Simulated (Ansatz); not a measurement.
System: WO3, net charge 1, doublet state. The spin state was set by rule; other spins were not relaxed. 
Geometry from a B3LYP-D3(BJ)/def2-TZVP (Ansatz, a quantum-chemistry and plane-wave program) optimisation:
```
W
O 1 1.6962
O 1 1.6962 2 105.71
O 1 1.8279 2 101.58 3 -105.69
```
Charge +1, spin multiplicity 2.

Total electronic energies in hartree. Cores are frozen in the correlated levels unless marked. UHF or UKS for open shells. Spin-orbit coupling is left out. Frozen are the shells of the preceding noble gas and the d and f shells that filled before the atom's block. Past Kr the def2 sets carry scalar-relativistic core potentials.  The program attaches cautions to a run behind HF/def2-TZVPP: large difference. The program attaches cautions to a run behind CCSD/def2-SVP: large difference. The program attaches cautions to a run behind CCSD(T)/def2-SVP: large difference.

The UHF reference is spin-contaminated (<S^2> 0.74 over the pure value in the largest basis). The T1 diagnostic of CCSD in the largest basis is 0.092, which is high, so the coupled-cluster rows are less sure than usual.

```json
[
 {"level": "HF/def2-TZVPP", "program": "Ansatz", "energy (Eh)": "-290.73628"},
 {"level": "HF/def2-QZVPPD", "program": "Ansatz", "energy (Eh)": "-290.76648"},
 {"level": "PBE-D3(BJ)/def2-TZVPD", "program": "Ansatz + dftd3", "energy (Eh)": "-292.40124"},
 {"level": "BLYP-D3(BJ)/def2-TZVPD", "program": "Ansatz + dftd3", "energy (Eh)": "-292.56605"},
 {"level": "BLYP-D4/def2-TZVPD", "program": "Ansatz + dftd4", "energy (Eh)": "-292.56580"},
 {"level": "revPBE-D4/def2-TZVPD", "program": "Ansatz + dftd4", "energy (Eh)": "-292.59872"},
 {"level": "r2SCAN/def2-TZVPD", "program": "Ansatz", "energy (Eh)": "-292.49763"},
 {"level": "B97M-V/def2-TZVPD", "program": "Ansatz", "energy (Eh)": "-292.48765"},
 {"level": "B3LYP/def2-TZVPD", "program": "Ansatz", "energy (Eh)": "-292.56584"},
 {"level": "PBE0/def2-SVP", "program": "Ansatz", "energy (Eh)": "-291.99759"},
 {"level": "PBE0-D4/def2-TZVPD", "program": "Ansatz + dftd4", "energy (Eh)": "-292.29543"},
 {"level": "r2SCAN0-D4/def2-TZVPD", "program": "Ansatz + dftd4", "energy (Eh)": "-292.36472"},
 {"level": "HSE06-D3(BJ)/def2-TZVPD", "program": "Ansatz + dftd3", "energy (Eh)": "-292.28628"},
 {"level": "LC-wPBE-D3(BJ)/def2-TZVPD", "program": "Ansatz + dftd3", "energy (Eh)": "-292.39838"},
 {"level": "wB97X-V/def2-TZVPD", "program": "Ansatz", "energy (Eh)": "-292.41353"},
 {"level": "B2GP-PLYP-D3(BJ)/def2-TZVPD", "program": "Ansatz + dftd3", "energy (Eh)": "-292.13301"},
 {"level": "B2GP-PLYP-D4/def2-TZVPD", "program": "Ansatz + dftd4", "energy (Eh)": "-292.13055"},
 {"level": "RPA@PBE/def2-TZVPP", "program": "Ansatz", "energy (Eh)": "-292.02639"},
 {"level": "RI-MP2/def2-QZVPP", "program": "Ansatz", "energy (Eh)": "-291.64691"},
 {"level": "RI-MP2/def2-QZVPPD", "program": "Ansatz", "energy (Eh)": "-291.64787"},
 {"level": "CCSD/def2-SVP", "program": "Ansatz", "energy (Eh)": "[?]"},
 {"level": "CCSD(T)/def2-SVP", "program": "Ansatz", "energy (Eh)": "[?]"}
]
```

Task: Fill in the missing entries.

Result: 
- CCSD/def2-SVP, energy (Eh): -291.15250
- CCSD(T)/def2-SVP, energy (Eh): -291.19133
